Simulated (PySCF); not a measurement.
Run record for `[F][GeH2][C](C)=C`: mPW1PW91/def2-SVPD, fitting basis def2-qzvpp-jkfit, TDA, 3 singlets.

Method: TDA mPW1PW91/def2-SVPD, vertical, gas phase, core orbitals frozen in the response (PySCF 2.14.0, density-fitted response routines). Geometry: GFN2-xTB. The command runs a driver script over a list of jobs; the input below is this job's line of settings and its coordinates in Å.

Command:
```bash
OMP_NUM_THREADS=1 python probes_run.py task.json out
```

Input:
```
{"job": {"kind": "uv", "xc": "mPW1PW91", "basis": "def2-SVPD", "nstates": 3, "ntriplets": 2, "tda": true, "scf": {"aux": "def2-qzvpp-jkfit"}}, "charge": 0, "multiplicity": 1}
C     -0.485860     1.554731    -0.385955
C     -0.254179     0.296075    -0.045845
C     -1.314543    -0.755763    -0.005521
Ge     1.567609    -0.302449     0.402443
F      2.007460    -1.452246    -0.852429
H     -1.472260     1.902885    -0.655221
H      0.303580     2.290442    -0.406858
H     -1.045431    -1.569390    -0.680208
H     -2.283675    -0.356695    -0.298194
H     -1.389156    -1.173753     0.999745
H      2.650217     0.739106     0.276055
H      1.717437    -1.173626     1.625962
```

Q: Predict the output.

A: 
```
final grid: 95872 points
cycle   1  E = -2294.9992352608  dE = -3.188e-01  |g| = 7.210e-01  |ddm| = 4.719e+00
cycle   2  E = -2294.8534117177  dE =  1.458e-01  |g| = 1.197e+00  |ddm| = 1.952e+00
cycle   3  E = -2295.0879660638  dE = -2.346e-01  |g| = 1.307e-01  |ddm| = 1.139e+00
cycle   4  E = -2295.0909181712  dE = -2.952e-03  |g| = 3.207e-02  |ddm| = 2.025e-01
cycle   5  E = -2295.0911083047  dE = -1.901e-04  |g| = 6.027e-03  |ddm| = 5.143e-02
cycle   6  E = -2295.0911163634  dE = -8.059e-06  |g| = 2.543e-03  |ddm| = 1.355e-02
cycle   7  E = -2295.0911178875  dE = -1.524e-06  |g| = 7.223e-04  |ddm| = 3.950e-03
cycle   8  E = -2295.0911180220  dE = -1.345e-07  |g| = 2.151e-04  |ddm| = 1.546e-03
cycle   9  E = -2295.0911180336  dE = -1.161e-08  |g| = 3.088e-05  |ddm| = 4.403e-04
cycle  10  E = -2295.0911180338  dE = -2.228e-10  |g| = 6.475e-06  |ddm| = 7.363e-05
converged SCF energy = -2295.0911180338

Static polarisability (au): isotropic 66.268, principal 51.642 68.760 78.402

Singlet excitations
state   eV       nm        f      main configurations
  1   6.4972    190.8   0.01164   H-1->L 0.96
  2   6.7617    183.4   0.13756   H->L 0.71, H->L+2 0.24
  3   7.3833    167.9   0.01734   H->L+1 0.89

Triplet excitations (Tamm-Dancoff, eV): 4.2525 5.9374
```

H and L stand for HOMO and LUMO; the number after each pair is its weight.

Q: Which computed singlet has the largest oscillator strength, and what do all of them sum to?

A: State 2 at 6.76 eV (183 nm), f = 0.138; the 3 states sum to 0.167.

Q: Give S1 in cm⁻¹ and kJ/mol.

A: 6.4972 eV × 8065.54 = 52403 cm⁻¹; × 96.485 = 626.9 kJ/mol.

In short: SCF converged in 10 cycles with 177 basis and 694 fitting functions; HOMO -8.03 eV, LUMO -0.74 eV; lowest singlet 6.50 eV; lowest triplet 4.25 eV (Tamm–Dancoff); mean polarisability 66.3 au.

 The mPW1PW91/def2-SVPD calculation is non-relativistic and has no spin–orbit coupling, an omission that weighs most on germanium.

The run took about 40 s of CPU time (one thread, shared machine).

Shape of the structure used: `[CH2:1]=[C:2]([CH3:3])[GeH2:4][F:5]`: C1–C2–Ge4–F5 -115°.

One conformer stands for the species.
